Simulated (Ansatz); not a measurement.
Geometry optimisation, UHF/def2-SVP in Ansatz 0.2.0.

Input file:

```yaml
crystal:
  periodic: [false, false, false]
  atoms:
    - { symbol: Si, position_ang: [0.0, 0.0, 0.0] }
    - { symbol: F, position_ang: [0.0, 0.0, 1.84] }
    - { symbol: F, position_ang: [1.4994, 0.0, -0.5295] }
    - { symbol: F, position_ang: [-0.7489, 1.2974, -0.5295] }
    - { symbol: H, position_ang: [-0.6877, -1.1914, -0.4862] }
    - { symbol: Si, position_ang: [0.0, 0.0, 3.73] }
    - { symbol: H, position_ang: [-0.7436, -1.1581, 4.2174] }
    - { symbol: H, position_ang: [1.3747, -0.0649, 4.2174] }
    - { symbol: H, position_ang: [-0.6311, 1.223, 4.2174] }
magnetization:
  spin_polarized: true
  initial_magnetization: 1
basis:
  gaussian: { orbitals: def2-SVP }
hamiltonian:
  xc: hf
relax:
  f_tol: 0.15
  max_steps: 25
  restrain:
    - { distance: [1, 5], at: 1.59, k: 30.0 }
    - { distance: [0, 1], at: 2.79, k: 30.0 }
```

Launched with:

```bash
$ ansatz run input.yaml --threads 2 --pin off --max-ram 3072MiB --backend cpu --events-out ev --progress --plain --runs-dir out
```

Task: Where does it end, and by what steps?

Result: The run converged. The restraints hold the end off the free minimum. After 15 steps the energy has fallen by 2.279 eV (the restraints' own energy left out); F3 moved furthest, 1.43 Å. Parted: Si1–F2 (1.84 → 2.79 Å).

```json
{"step": "0", "energy less start (eV)": "0.0000", "largest force component (eV/Å)": "4.204", "accepted": "yes"}
{"step": "1", "energy less start (eV)": "-0.5179", "largest force component (eV/Å)": "5.257", "accepted": "yes"}
{"step": "2", "energy less start (eV)": "-1.0207", "largest force component (eV/Å)": "3.196", "accepted": "yes"}
{"step": "3", "energy less start (eV)": "-1.5368", "largest force component (eV/Å)": "1.946", "accepted": "yes"}
{"step": "4", "energy less start (eV)": "-1.9403", "largest force component (eV/Å)": "0.857", "accepted": "yes"}
{"step": "5", "energy less start (eV)": "-2.0495", "largest force component (eV/Å)": "0.881", "accepted": "yes"}
{"step": "6", "energy less start (eV)": "-2.0694", "largest force component (eV/Å)": "0.535", "accepted": "yes"}
{"step": "7", "energy less start (eV)": "-2.1053", "largest force component (eV/Å)": "0.749", "accepted": "yes"}
{"step": "8", "energy less start (eV)": "-2.1190", "largest force component (eV/Å)": "0.945", "accepted": "yes"}
{"step": "9", "energy less start (eV)": "-2.1600", "largest force component (eV/Å)": "0.569", "accepted": "yes"}
{"step": "10", "energy less start (eV)": "-2.1990", "largest force component (eV/Å)": "0.623", "accepted": "yes"}
{"step": "11", "energy less start (eV)": "-2.2129", "largest force component (eV/Å)": "1.021", "accepted": "yes"}
{"step": "12", "energy less start (eV)": "-2.2500", "largest force component (eV/Å)": "0.492", "accepted": "yes"}
{"step": "13", "energy less start (eV)": "-2.2664", "largest force component (eV/Å)": "0.563", "accepted": "yes"}
{"step": "14", "energy less start (eV)": "-2.2764", "largest force component (eV/Å)": "0.510", "accepted": "yes"}
{"step": "15", "energy less start (eV)": "-2.2786", "largest force component (eV/Å)": "0.573", "accepted": "yes"}
```

```xyz
9
Properties=species:S:1:pos:R:3
Si 0.506 0.016 -0.368
F -0.238 -0.078 2.322
F 1.040 0.087 -1.885
F -0.511 1.248 -0.224
H -0.237 -1.251 -0.222
Si -0.147 0.005 3.925
H -0.881 -1.143 4.484
H 1.280 -0.056 4.292
H -0.750 1.278 4.352
```

The run took 41 s on 2 threads of Intel(R) Xeon(R) Platinum 8259CL CPU @ 2.50GHz (Skylake/Cascade Lake) (shared host), peak memory 0.25 GiB.
